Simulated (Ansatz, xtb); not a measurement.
C4H7Cl2FSi: which of two isomers lies lower

Structure a is `C/C(=C(/F)[SiH3])C(Cl)Cl`, a singlet and structure b is `F[C@@H](Cl)[C@@H]1C[Si@@H]1CCl`, a singlet. Both are isolated molecules in the gas phase, relaxed with B3LYP/def2-SVP; each stands in its lowest conformer found.

Quicker runs give these differences E(b) − E(a): GFN2-xTB +25.66 kcal/mol; HF/STO-3G +1.70 kcal/mol (at GFN2-xTB geometries); r2SCAN-D4/def2-SVP −0.41 kcal/mol (at GFN2-xTB geometries).

Task: Estimate E(b) − E(a) at the level CCSD(T)/def2-SVP + ΔMP2/def2-TZVPP.

Result: Too close to call at this level: CCSD(T)/def2-SVP + ΔMP2/def2-TZVPP gives E(b) − E(a) = −0.21 kcal/mol.

How the difference moves with the method:

| level | geometry | E(b) − E(a) (kcal/mol) | departure from the last row (kcal/mol) | job, with rough time for the two |
| --- | --- | --- | --- | --- |
| GFN2-xTB | GFN2-xTB | +25.66 | +25.87 | optimisation, 0.2 s |
| HF/STO-3G | GFN2-xTB | +1.70 | +1.91 | single point, 0.78 s |
| r2SCAN-D4/def2-SVP | GFN2-xTB | −0.41 | −0.20 | single point, 6.9 s |
| B3LYP/def2-SVP | B3LYP/def2-SVP | +2.77 | +2.98 | optimisation, 55 s |
| HF/def2-SVP | B3LYP/def2-SVP | +2.62 | +2.83 | part of the CCSD(T) run |
| MP2/def2-SVP | B3LYP/def2-SVP | +1.88 | +2.09 | part of the CCSD(T) run |
| CCSD(T)/def2-SVP | B3LYP/def2-SVP | +3.94 | +4.15 | single point |
| CCSD(T)/def2-SVP + ΔMP2/def2-TZVPP | B3LYP/def2-SVP | −0.21 |  | single point, 2.5 min |

As drawn, b has 2 C–Si, 2 C–H in place of 1 C=C, 2 Si–H. Structure a has no ring, b a 3-membered ring.

The largest departure from CCSD(T)/def2-SVP + ΔMP2/def2-TZVPP is that of GFN2-xTB, 25.87 kcal/mol. The last row adds to CCSD(T) the change of the MP2 difference between the two basis sets, here −4.15 kcal/mol, a large step that makes the value less sure.

With thermal terms from frequencies at re-optimised GFN2-xTB minima (ideal gas, soft modes damped towards free rotors, one conformer each, 298.15 K, 1 atm): on the last row, ΔE + ΔZPE = +3.38, ΔH = +2.78, ΔG = +3.81 kcal/mol.

The correlated steps freeze 20 core orbitals. Mirror images aren't counted in ΔG. Programs: Ansatz 0.2.0, xtb 6.7.1; the last row on 4 threads of Arm Neoverse V1 on a shared host.
